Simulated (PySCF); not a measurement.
C4H5NSi.

```xyz
11

C      2.6172    -0.3023    -0.7853
C      1.5350    -0.2475    -0.2323
Si    -0.0971    -0.1538     0.6004
N     -0.8024    -1.7237     0.5741
C     -1.0638     1.1558    -0.2674
C     -1.7306     2.0061    -0.8287
H      3.5751    -0.3507    -1.2725
H      0.0505     0.2631     2.0207
H     -0.8591    -2.2222    -0.3075
H     -1.6224    -1.9025     1.1436
H     -2.3152     2.7594    -1.3265
```

Geometry: PBE0-D3(BJ)/def2-SVP. The structure was generated by enumeration, and PubChem lists no compound with its InChIKey, so it may never have been made. Other conformers were not sampled.

Method: PBE0/pcSseg-1 (PySCF). Non-relativistic, no solvent.

Computed absolute GIAO shielding of each atom: isotropic value and principal components (ppm):
| atom | σ(iso) | σ11 | σ22 | σ33 | span |
|---|---|---|---|---|---|
| C1 | 83.1 | -4.3 | 4.9 | 248.6 | 253.0 |
| C2 | 98.0 | -2.8 | 6.6 | 290.2 | 293.0 |
| Si3 | 421.5 | 393.0 | 401.7 | 469.8 | 76.8 |
| N4 | 245.8 | 219.4 | 256.3 | 261.9 | 42.5 |
| C5 | 94.4 | -8.0 | -0.5 | 291.6 | 299.6 |
| C6 | 84.0 | 2.8 | 8.4 | 240.9 | 238.0 |
| H7 | 29.0 | 24.1 | 24.2 | 38.7 | 14.6 |
| H8 | 26.5 | 23.6 | 24.5 | 31.5 | 7.8 |
| H9 | 30.7 | 24.1 | 27.3 | 40.8 | 16.8 |
| H10 | 30.8 | 24.0 | 26.3 | 42.1 | 18.1 |
| H11 | 28.9 | 24.2 | 24.3 | 38.3 | 14.1 |
